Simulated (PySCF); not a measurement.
A GIAO shielding run with PySCF (density fitting, non-relativistic, gas phase) on `CC(=S)C/C=C(\Cl)[SiH2][SiH3]`, C₅H₁₁ClSSi₂:

```
$ OMP_NUM_THREADS=1 python probes_run.py task.json out

{"job": {"kind": "nmr", "xc": "PBE0", "basis": "pcSseg-1"}, "charge": 0, "multiplicity": 1}
C     -2.537450     0.679440    -0.105746
C     -2.268567    -0.630452    -0.754387
S     -2.675354    -0.931276    -2.297426
C     -1.543937    -1.650914     0.072427
C     -0.077603    -1.344182    -0.050252
C      0.691539    -0.741748     0.844922
Cl     0.034919    -0.247466     2.384898
Si     2.514837    -0.260882     0.644967
Si     2.656078     2.051433     0.613489
H     -3.294720     0.552274     0.670095
H     -1.636621     1.053109     0.381097
H     -2.895906     1.406740    -0.829503
H     -1.852769    -1.587473     1.116982
H     -1.736579    -2.652084    -0.315620
H      0.373488    -1.610647    -0.995232
H      2.959779    -0.951169    -0.571136
H      3.200751    -0.895200     1.776728
H      2.181953     2.652957     1.862594
H      1.858366     2.636482    -0.468740
H      4.042647     2.481737     0.422726
```

Hardware: 1 thread of an Arm Neoverse V1, shared host. The job also computes population analyses, field gradients.

(1) How large is the calculation?

(2) How long does it take, and how much memory does it need?

Answers

(1) 102 electrons, 236 basis functions and 1317 auxiliary functions.

(2) 74 s of wall time, with 14 SCF cycles and 5 response iterations; peak memory 1.1 GiB. Times on a shared host scatter by some tens of per cent.
